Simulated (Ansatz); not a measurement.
Start from `CC(N)([SiH3])S` and change one atom or group to get `C#CC(C)(N)S`.

Ansatz, PBE0-D4/def2-TZVP geometries, multiplicity 1. Each molecule was computed in one conformer, which needn't be the lowest.

```tsv
property	`CC(N)([SiH3])S`
HOMO–LUMO gap (ωB97M-V/def2-TZVPP) / eV	10.71
size of the dipole moment (ωB97M-V/def2-TZVPP) / D	0.89
HOMO–LUMO gap (PBE/def2-TZVPP) / eV	4.57
HOMO–LUMO gap (B3LYP/def2-TZVPP) / eV	6.26
size of the dipole moment (PBE/def2-TZVPP) / D	1.01
LUMO energy (ωB97M-V/def2-TZVPP) / eV	1.69
```

(1) Give the same properties after the change, and the shifts. (An estimate is asked.)

## Answers

(1) Computed: 
| property | `C#CC(C)(N)S` | shift |
| --- | --- | --- |
| HOMO–LUMO gap (ωB97M-V/def2-TZVPP) / eV | 11.43 | 0.72 |
| size of the dipole moment (ωB97M-V/def2-TZVPP) / D | 1.63 | 0.74 |
| HOMO–LUMO gap (PBE/def2-TZVPP) / eV | 4.98 | 0.41 |
| HOMO–LUMO gap (B3LYP/def2-TZVPP) / eV | 6.79 | 0.53 |
| size of the dipole moment (PBE/def2-TZVPP) / D | 1.65 | 0.64 |
| LUMO energy (ωB97M-V/def2-TZVPP) / eV | 2.16 | 0.47 |

With PBE0 the HOMO falls by 0.23 eV and the LUMO rises by 0.31 eV, so the gap widens by about 0.54 eV. PBE moves the HOMO by -0.23 eV and ωB97M-V by -0.26 eV. Dipoles are sizes alone; their direction can turn.

B3LYP here is the variant with VWN-RPA as its local correlation; programs differ in this.
